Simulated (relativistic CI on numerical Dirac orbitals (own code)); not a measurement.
# Radial parameters of I XVIII

Calculated at this level of theory: Dirac-Coulomb-Breit CI, orbitals from a KLI potential per configuration, QED by a radiative potential, unscaled Slater integrals (own radial code, finite nucleus).

Slater integrals F^k, G^k are unscaled and averaged over j, outside the closed core [Ar] 3d10; ζ comes from projecting the Hamiltonian with its Breit term on Σ l·s of the shell.

- 4s²4p⁵4d: ζ(4p) = 73645, F^2(4p,4d) = 140080, G^1(4p,4d) = 176940, G^3(4p,4d) = 112270, ζ(4d) = 8243.3 cm⁻¹; <r>(4p) = 0.7113, <r^2>(4p) = 0.571, <r>(4d) = 0.7461, <r^2>(4d) = 0.6351 (bohr units).
- 4s4p⁶4d: G^2(4s,4d) = 138490, ζ(4d) = 8312 cm⁻¹; <r>(4s) = 0.685, <r^2>(4s) = 0.5266, <r>(4d) = 0.7464, <r^2>(4d) = 0.6356 (bohr units).
- 4s²4p⁵4f: ζ(4p) = 73585, F^2(4p,4f) = 138130, G^2(4p,4f) = 121290, G^4(4p,4f) = 85987, ζ(4f) = 628.24 cm⁻¹; <r>(4p) = 0.7114, <r^2>(4p) = 0.5711, <r>(4f) = 0.7689, <r^2>(4f) = 0.6753 (bohr units).

Averages of the first 10 configurations, taken without configuration mixing, which lowers the lowest level and can move excited configurations by several eV; other configurations of the list can lie among them:

```
Configuration  Parity  States  Average energy above the lowest level (eV)
       4s²4p⁶    even       1                                         0.2
     4s²4p⁵4d     odd      60                                        87.7
      4s4p⁶4d    even      20                                       154.2
     4s²4p⁵4f    even      84                                       185.1
      4s4p⁶4f     odd      28                                       251.9
     4s²4p⁵5s     odd      12                                       211.6
     4s²4p⁵5p    even      36                                       236.1
       4p⁶4d²    even      45                                       311.1
       4p⁵4d³     odd     720                                       396.7
     4p⁵4d²4f    even    3780                                       491.6
```
